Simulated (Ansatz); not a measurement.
AlClH6Si2 (`[AlH2][SiH]([SiH3])Cl`). The species carries charge 0 and has multiplicity 1. All single points use the PBE0-D4/def2-TZVP geometry.

```xyz
10

Al    2.033   -0.475   -0.913
Si   -0.073   -0.849    0.296
Si   -1.372    1.087    0.523
Cl   -1.240   -2.267   -0.687
H     2.264   -1.104   -2.349
H     3.142    0.442   -0.239
H     0.175   -1.380    1.669
H    -2.660    0.791    1.204
H    -1.654    1.662   -0.820
H    -0.613    2.092    1.318
```

**Question.** What is the dipole moment at PBE/def2-TZVPP? (An estimate is asked.)

**Answer.** The calculation gave: 1.28 D, with components (0.91, 0.80, 0.39) D in this frame, pointing from negative to positive charge.

**Question.** And with r2SCAN, B3LYP, ωB97M-V? (An estimate is asked.)

**Answer.** Ansatz gave: r2SCAN 1.36 D, B3LYP 1.39 D, ωB97M-V 1.44 D.

**Question.** Give the Mulliken charges with PBE, B3LYP, ωB97M-V in def2-TZVPP. (Estimate.)

**Answer.** The calculation gave: 
```json
{"atom": "Al1", "PBE": "0.36", "B3LYP": "0.41", "ωB97M-V": "0.38"}
{"atom": "Si2", "PBE": "0.16", "B3LYP": "0.21", "ωB97M-V": "0.09"}
{"atom": "Si3", "PBE": "0.08", "B3LYP": "0.13", "ωB97M-V": "0.03"}
{"atom": "Cl4", "PBE": "-0.23", "B3LYP": "-0.26", "ωB97M-V": "-0.23"}
{"atom": "H5", "PBE": "-0.10", "B3LYP": "-0.13", "ωB97M-V": "-0.10"}
{"atom": "H6", "PBE": "-0.11", "B3LYP": "-0.14", "ωB97M-V": "-0.11"}
{"atom": "H7", "PBE": "-0.05", "B3LYP": "-0.07", "ωB97M-V": "-0.02"}
{"atom": "H8", "PBE": "-0.03", "B3LYP": "-0.05", "ωB97M-V": "-0.01"}
{"atom": "H9", "PBE": "-0.04", "B3LYP": "-0.05", "ωB97M-V": "-0.01"}
{"atom": "H10", "PBE": "-0.04", "B3LYP": "-0.05", "ωB97M-V": "-0.02"}
```

B3LYP here is the variant with VWN-RPA as its local correlation; programs differ in this.
